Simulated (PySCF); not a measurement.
Si(F)2(H)(NHMe) (CH₅F₂NSi), SMILES F[SiH](NC)F.

Geometry: PBE0-D3(BJ)/def2-SVP. The structure was generated by enumeration, and PubChem lists no compound with its InChIKey, so it may never have been made. Other conformers were not sampled.

Level of theory: PySCF 2.14.0 with TDA-PBE/def2-SVPD.

Vertical excitations. Isolated molecule, no solvent.

| state | energy (eV) | λ (nm) | f | main pairs |
|---|---|---|---|---|
| S1 | 5.94 | 209 | 0.001 | HOMO→LUMO 98 % |
| S2 | 6.27 | 198 | 0.013 | HOMO→LUMO+1 98 % |
| S3 | 6.95 | 178 | 0.021 | HOMO→LUMO+2 54 %, HOMO→LUMO+3 43 % |
| S4 | 7.05 | 176 | 0.059 | HOMO→LUMO+3 55 %, HOMO→LUMO+2 42 % |
| S5 | 7.44 | 167 | 0.019 | HOMO→LUMO+4 99 % |
| S6 | 7.98 | 155 | 0.012 | HOMO→LUMO+5 98 % |
| S7 | 8.21 | 151 | 0.074 | HOMO→LUMO+6 98 % |
| S8 | 8.56 | 145 | 0.015 | HOMO−1→LUMO 95 % |
| S9 | 8.60 | 144 | 0.002 | HOMO→LUMO+7 98 % |
| S10 | 8.86 | 140 | 0.028 | HOMO−1→LUMO+1 87 % |
| T1 | 5.75 | 216 | 0 | HOMO→LUMO 98 % |
| T2 | 6.08 | 204 | 0 | HOMO→LUMO+1 97 % |
| T3 | 6.41 | 193 | 0 | HOMO→LUMO+2 98 % |
| T4 | 6.75 | 184 | 0 | HOMO→LUMO+3 98 % |
Triplets are in the Tamm–Dancoff approximation.
